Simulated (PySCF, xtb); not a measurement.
B(CCH)(OH)2 (C2H3BO2), SMILES OB(C#C)O. Other conformers were not sampled.

Harmonic wavenumbers (cm⁻¹) from GFN2-xTB in xtb at its own minimum, in rising order: 127, 190, 380, 457, 480, 544, 576, 686, 704, 713, 916, 960, 1231, 1313, 2219, 3358, 3660, 3665.

Q: What does PBE0-D3(BJ)/def2-SVP (PySCF) give at its own minimum? (An estimate is asked for; the answer gives what the named calculation found.)

A: 162, 236, 423, 495, 512, 557, 670, 728, 738, 759, 1008, 1011, 1349, 1503, 2195, 3476, 3940, 3942. Paired by order, the mean absolute difference is 87 cm⁻¹ and the zero-point energies are 31.7 and 33.9 kcal/mol.
